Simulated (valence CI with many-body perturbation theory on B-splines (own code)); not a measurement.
Sn43+: electric-dipole lines

Method: valence CI with perturbative core correlation (CI+MBPT): five valence electrons over a frozen Dirac-Fock core [He], radial functions for each j: 9 s, 9 p, 8 d, 6 f, 3 g, 1 h, with the one-electron correlation potential Σ1 (screened to all orders), the two-electron term Σ2, the three-electron term Σ3, Breit, model QED; selected single and double excitations, second order for the rest (own B-spline code, finite nucleus).

The last digits are not significant, and no measured levels were compared; by estimate large intervals hold to a few tenths of a per cent, small ones and those within an open d or f shell to about a per cent. Among the levels kept, up to 1400 cm⁻¹ of a level comes from second order outside the variational space, and about a tenth of that is noise between levels of different J, which matters for small intervals.

Lines 1 to 50 of 247 in falling wavelength, among levels below 4512.4 eV, chosen from the strongest by gf and those to the six lowest levels. Wavelengths and rates use the calculated energies. Electric multipoles are in the length gauge, E1 and E2 with the static RPA response of the core. Weak lines are less certain than strong ones. Lines between different terms over intervals too small for the method are left out, as are lines whose strength nearly cancels. The highest levels of a list are the least certain.

Levels are named by their leading jj configuration (3d3/2^4 stands for four electrons in 3d with j = 3/2), which in mixed levels can hold well under half, so a name can repeat and another be missing. Letters in brackets count levels of one name in rising energy.

```csv
λ vac (nm),Upper,Lower,A (s⁻¹),log gf,Branch %
22.35,(2s^2 2p1/2 2p3/2 3p1/2) J=5/2,(2s^2 2p1/2 2p3/2 3s) J=3/2 [b],1.86e+09,-1.08,0.5
22.18,(2s 2p1/2^2 2p3/2 3p1/2) J=3/2 [b],(2s 2p1/2^2 2p3/2 3s) J=3/2 [b],2.32e+09,-1.17,0.0
21.05,(2s 2p1/2^2 2p3/2 3p1/2) J=3/2 [b],(2s 2p1/2^2 2p3/2 3s) J=1/2,2.23e+09,-1.23,0.0
20.98,(2s^2 2p1/2 2p3/2 3p1/2) J=5/2,(2s^2 2p1/2 2p3/2 3s) J=5/2,2.34e+09,-1.03,0.7
20.90,(2s^2 2p1/2^2 3p1/2) J=1/2,(2s^2 2p1/2^2 3s) J=1/2,4.95e+09,-1.19,1.4
20.27,(2s 2p1/2^2 2p3/2 3p1/2) J=3/2 [a],(2s 2p1/2^2 2p3/2 3s) J=5/2,3.23e+09,-1.10,0.0
19.49,(2s 2p1/2^2 2p3/2 3p1/2) J=5/2,(2s 2p1/2^2 2p3/2 3s) J=5/2,2.86e+09,-1.01,0.0
19.33,(2s^2 2p1/2 2p3/2 3p1/2) J=3/2 [a],(2s^2 2p1/2 2p3/2 3s) J=3/2 [a],3.01e+09,-1.17,1.2
18.54,(2s 2p1/2^2 2p3/2 3d3/2) J=7/2,(2s 2p1/2^2 2p3/2 3p3/2) J=7/2,1.71e+09,-1.15,0.0
18.53,(2s^2 2p3/2^2 3p1/2) J=5/2,(2s^2 2p3/2^2 3s) J=3/2,3.48e+09,-0.97,0.7
18.48,(2s^2 2p3/2^2 3p1/2) J=1/2,(2s^2 2p3/2^2 3s) J=1/2,6.42e+09,-1.18,0.7
18.30,(2s^2 2p3/2^2 3p1/2) J=3/2,(2s^2 2p3/2^2 3s) J=5/2,5.10e+09,-0.99,0.4
17.41,(2s^2 2p3/2^2 3p1/2) J=5/2,(2s^2 2p3/2^2 3s) J=5/2,3.72e+09,-0.99,0.8
16.32,(2s^2 2p1/2 2p3/2 3d5/2) J=3/2 [b],(2s^2 2p1/2 2p3/2 3p3/2) J=1/2 [b],3.98e+09,-1.20,0.0
15.54,(2s 2p1/2^2 2p3/2 3d5/2) J=9/2,(2s 2p1/2^2 2p3/2 3p3/2) J=7/2,1.12e+10,-0.39,51.5
15.48,(2s 2p1/2^2 2p3/2 3d5/2) J=5/2,(2s 2p1/2^2 2p3/2 3p3/2) J=5/2 [a],3.51e+09,-1.12,0.0
15.34,(2s^2 2p1/2 2p3/2 3p1/2) J=3/2 [b],(2s^2 2p1/2 2p3/2 3s) J=5/2,8.00e+09,-0.95,0.6
14.69,(2s^2 2p1/2 2p3/2 3d5/2) J=9/2,(2s^2 2p1/2 2p3/2 3p3/2) J=7/2,1.22e+10,-0.40,76.8
14.49,(2s^2 2p1/2^2 3d5/2) J=5/2,(2s^2 2p1/2^2 3p3/2) J=3/2,1.22e+10,-0.64,0.0
14.28,(2s^2 2p1/2 2p3/2 3d5/2) J=7/2 [a],(2s^2 2p1/2 2p3/2 3p3/2) J=5/2 [a],1.02e+10,-0.60,0.1
14.10,(2s^2 2p1/2 2p3/2 3d5/2) J=7/2 [b],(2s^2 2p1/2 2p3/2 3p3/2) J=5/2 [b],9.95e+09,-0.63,0.0
13.78,(2s^2 2p1/2 2p3/2 3d5/2) J=5/2 [a],(2s^2 2p1/2 2p3/2 3p3/2) J=3/2 [a],7.59e+09,-0.89,0.0
13.67,(2s 2p1/2^2 2p3/2 3d5/2) J=5/2,(2s 2p1/2^2 2p3/2 3p3/2) J=3/2 [a],8.48e+09,-0.85,0.0
13.66,(2s^2 2p1/2 2p3/2 3d5/2) J=5/2 [b],(2s^2 2p1/2 2p3/2 3p3/2) J=3/2 [b],5.70e+09,-1.02,0.0
13.51,(2s 2p1/2^2 2p3/2 3d5/2) J=3/2,(2s 2p1/2^2 2p3/2 3p3/2) J=3/2 [a],7.15e+09,-1.11,0.0
11.27,(2s^2 2p1/2 2p3/2 3d5/2) J=3/2 [b],(2s^2 2p1/2 2p3/2 3p3/2) J=3/2 [a],8.28e+09,-1.20,0.0
10.54,(2s 2p1/2^2 2p3/2 3p3/2) J=3/2 [a],(2s 2p1/2^2 2p3/2 3s) J=3/2 [a],3.02e+10,-0.70,0.0
10.35,(2s^2 2p3/2^2 3p3/2) J=5/2,(2s^2 2p3/2^2 3s) J=3/2,1.38e+10,-0.88,0.2
10.35,(2s^2 2p1/2 2p3/2 3p3/2) J=3/2 [a],(2s^2 2p1/2 2p3/2 3s) J=3/2 [b],1.16e+10,-1.13,2.6
10.32,(2s^2 2p1/2 2p3/2 3d3/2) J=5/2 [b],(2s^2 2p1/2 2p3/2 3p1/2) J=3/2 [b],8.91e+09,-1.07,0.0
9.993,(2s^2 2p3/2^2 3p3/2) J=5/2,(2s^2 2p3/2^2 3s) J=5/2,9.11e+09,-1.09,0.1
9.927,(2s^2 2p3/2^2 3p3/2) J=1/2,(2s^2 2p3/2^2 3s) J=3/2,3.98e+10,-0.93,8.4
9.898,(2s^2 2p3/2^2 3p3/2) J=7/2,(2s^2 2p3/2^2 3s) J=5/2,3.52e+10,-0.38,2.0
9.729,(2s 2p1/2^2 2p3/2 3p3/2) J=7/2,(2s 2p1/2^2 2p3/2 3s) J=5/2,4.96e+10,-0.25,4.0
9.728,(2s 2p1/2^2 2p3/2 3p3/2) J=5/2 [b],(2s 2p1/2^2 2p3/2 3s) J=3/2 [b],5.15e+10,-0.36,0.1
9.727,(2s 2p1/2^2 2p3/2 3d3/2) J=5/2,(2s 2p1/2^2 2p3/2 3p1/2) J=5/2,1.20e+10,-0.99,0.0
9.713,(2s^2 2p1/2 2p3/2 3p3/2) J=1/2 [a],(2s^2 2p1/2 2p3/2 3s) J=1/2,3.12e+10,-1.05,6.8
9.668,(2s 2p1/2^2 2p3/2 3p3/2) J=5/2 [a],(2s 2p1/2^2 2p3/2 3s) J=3/2 [a],3.19e+10,-0.57,0.1
9.639,(2s^2 2p1/2 2p3/2 3p3/2) J=5/2 [a],(2s^2 2p1/2 2p3/2 3s) J=3/2 [a],4.15e+10,-0.46,3.3
9.542,(2s 2p1/2^2 2p3/2 3d3/2) J=5/2,(2s 2p1/2^2 2p3/2 3p1/2) J=3/2 [a],1.67e+10,-0.86,0.1
9.541,(2s^2 2p1/2 2p3/2 3p3/2) J=7/2,(2s^2 2p1/2 2p3/2 3s) J=5/2,5.27e+10,-0.24,17.1
9.540,(2s 2p1/2 2p3/2^2 3s) J=5/2,(2s^2 2p3/2^2 3s) J=5/2,1.20e+10,-1.01,0.0
9.487,(2s 2p1/2^2 2p3/2 3d3/2) J=7/2,(2s 2p1/2^2 2p3/2 3p1/2) J=5/2,2.39e+10,-0.59,0.7
9.450,(2s^2 2p1/2 2p3/2 3p3/2) J=3/2 [b],(2s^2 2p1/2 2p3/2 3s) J=3/2 [b],2.10e+10,-0.95,0.4
9.374,(2s 2p1/2^2 2p3/2 3p3/2) J=1/2 [a],(2s 2p1/2^2 2p3/2 3s) J=3/2 [a],4.36e+10,-0.94,0.0
9.364,(2s 2p1/2^2 2p3/2 3d3/2) J=3/2,(2s 2p1/2^2 2p3/2 3p1/2) J=3/2 [a],2.41e+10,-0.90,0.0
9.312,(2s^2 2p1/2 2p3/2 3p3/2) J=3/2 [a],(2s^2 2p1/2 2p3/2 3s) J=1/2,2.29e+10,-0.92,5.1
9.297,(2s^2 2p1/2 2p3/2 3d3/2) J=3/2 [a],(2s^2 2p1/2 2p3/2 3p1/2) J=3/2 [a],1.57e+10,-1.09,0.0
9.287,(2s^2 2p1/2 2p3/2 3d3/2) J=1/2 [b],(2s^2 2p1/2 2p3/2 3p1/2) J=3/2 [b],2.88e+10,-1.13,0.0
9.280,(2s 2p1/2^2 2p3/2 3d3/2) J=1/2,(2s 2p1/2^2 2p3/2 3p1/2) J=3/2 [a],2.54e+10,-1.18,0.2
```
